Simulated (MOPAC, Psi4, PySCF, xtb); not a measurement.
Internal rotation in SMILES [SiH2](CS)[SeH]. Scanned: dihedral H5–S1–C2–Si3; all other coordinates were relaxed at B3LYP-D3(BJ)/def2-SVP. Points at φ and −φ are mirror images.

Atom numbering (GFN2-xTB optimised geometry, Å):
```
10

S     -2.3217    -0.3787     0.3137
C     -0.5462    -0.7518     0.1108
Si     0.4439     0.8698     0.0008
Se     2.6494     0.3483    -0.3078
H     -2.4813     0.2459    -0.8506
H     -0.4303    -1.3972    -0.7585
H     -0.2839    -1.3285     0.9961
H      0.0553     1.6163    -1.1930
H      0.2660     1.6393     1.2282
H      2.6490    -0.8634     0.4603
```

GFN1-xTB // B3LYP-D3(BJ)/def2-SVP (xtb); RKS-B3LYP/6-31G* = restricted B3LYP/6-31G*, spherical d, density fitting // B3LYP-D3(BJ)/def2-SVP in PySCF; RKS-BP86/6-31G* = PySCF 2.14.0 with restricted BP86/6-31G*, spherical d, density fitting // B3LYP-D3(BJ)/def2-SVP; RHF/STO-3G = restricted Hartree-Fock/STO-3G // B3LYP-D3(BJ)/def2-SVP in PySCF; PM6, restricted, heats of formation // B3LYP-D3(BJ)/def2-SVP (MOPAC); MP2/cc-pVTZ = Psi4 with DF-MP2 (frozen core)/cc-pVTZ // B3LYP-D3(BJ)/def2-SVP.

Energies in kJ/mol, each method relative to its own lowest point.

| φ / ° | GFN1-xTB | RKS-B3LYP/6-31G* | RKS-BP86/6-31G* | RHF/STO-3G | PM6 | MP2/cc-pVTZ |
|---|---|---|---|---|---|---|
| -150 | 6.57 | 5.15 | 6.09 | 3.82 | 2.43 | 5.25 |
| -120 | 5.12 | 5.94 | 6.40 | 7.79 | 1.44 | 6.77 |
| -90 | 1.36 | 2.52 | 2.61 | 5.24 | 0.00 | 3.40 |
| -60 | 0.00 | 0.00 | 0.00 | 2.46 | 1.68 | 0.00 |
| -30 | 1.94 | 3.59 | 3.68 | 5.61 | 4.89 | 2.01 |
| 0 | 2.36 | 7.54 | 7.96 | 8.21 | 6.04 | 4.91 |
| 30 | 1.94 | 3.59 | 3.68 | 5.61 | 4.89 | 2.01 |
| 60 | 0.00 | 0.00 | 0.00 | 2.46 | 1.68 | 0.00 |
| 90 | 1.36 | 2.52 | 2.61 | 5.24 | 0.00 | 3.40 |
| 120 | 5.12 | 5.94 | 6.40 | 7.79 | 1.44 | 6.77 |
| 150 | 6.57 | 5.15 | 6.09 | 3.82 | 2.43 | 5.25 |
| 180 | 7.16 | 4.96 | 6.24 | 0.00 | 2.64 | 4.50 |

Root-mean-square difference from the MP2/cc-pVTZ profile, itself a level with limits, after the best constant shift (kJ/mol): GFN1-xTB 1.55, RKS-B3LYP/6-31G* 1.10, RKS-BP86/6-31G* 1.16, RHF/STO-3G 2.35, PM6 2.96.
